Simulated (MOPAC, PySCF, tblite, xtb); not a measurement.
System: H3As, singlet: map of symmetric stretch and umbrella angle. Scanned: As-H bond length and angle between the As-H bonds and the threefold axis (90 = planar).

Levels: GFN2-xTB, 300 K electronic temperature (tblite); RHF/cc-pVDZ (PySCF); PBE/cc-pVDZ (PySCF); r2SCAN/cc-pVDZ (PySCF); MP2 on RHF/cc-pVDZ, 9 core orbitals frozen (PySCF); CCSD on RHF/cc-pVDZ, 9 core orbitals frozen (PySCF); CCSD(T) on RHF/cc-pVDZ, 9 core orbitals frozen (PySCF); PM6, restricted, heats of formation (MOPAC); PM3, restricted, heats of formation (MOPAC); GFN1-xTB (xtb); RKS-B3LYP/6-31G* = restricted B3LYP/6-31G*, spherical d run with PySCF 2.14.0; RMP2/6-31G* = PySCF with restricted MP2 (frozen core)/6-31G*, spherical d; RKS-M06-2X/6-31G* = restricted M06-2X/6-31G*, spherical d (PySCF 2.14.0); RKS-B3LYP/3-21G = restricted B3LYP/3-21G (PySCF 2.14.0).

Energies in kJ/mol at chosen points (x: As-H bond length (Å); y: angle between the As-H bonds and the threefold axis (90 = planar) (°)), relative to x = 1.55, y = 122:

```
method             (1.41, 102)  (1.69, 130)  (1.83, 114)  (1.83, 106)  (1.34, 90)  (1.48, 94)  (1.62, 110)
-----------------  -----------  -----------  -----------  -----------  ----------  ----------  -----------
GFN2-xTB                 161.5         46.0        155.0        213.3       279.1       241.4         90.8
RHF                      129.8         82.9        217.7        289.0       236.9       165.6         82.6
PBE                      147.0         45.1        163.5        228.0       250.5       165.2         74.2
r2SCAN                   136.2         56.9        186.5        253.3       234.3       160.2         81.0
MP2                      129.4         70.9        209.4        277.1       229.5       159.7         83.6
CCSD                     136.7         63.8        191.1        256.6       240.0       165.7         80.5
CCSD(T)                  137.8         61.4        187.1        251.7       241.2       166.1         79.9
PM6                      132.0         88.5        231.7        297.0       263.7       197.2         73.8
PM3                      126.1         78.6        231.3        285.6       623.5       171.7         68.5
GFN1-xTB                 158.9         60.1        193.0        259.6       275.6       245.6         99.1
RKS-B3LYP/6-31G*         149.2         54.6        178.5        245.0       257.0       174.0         79.8
RMP2/6-31G*              134.3         67.3        198.8        264.7       239.3       159.5         80.2
RKS-M06-2X/6-31G*        135.7         63.4        193.3        257.9       241.3       158.7         78.6
RKS-B3LYP/3-21G          131.7         44.0        155.7        223.4       220.8       154.2         71.4
```
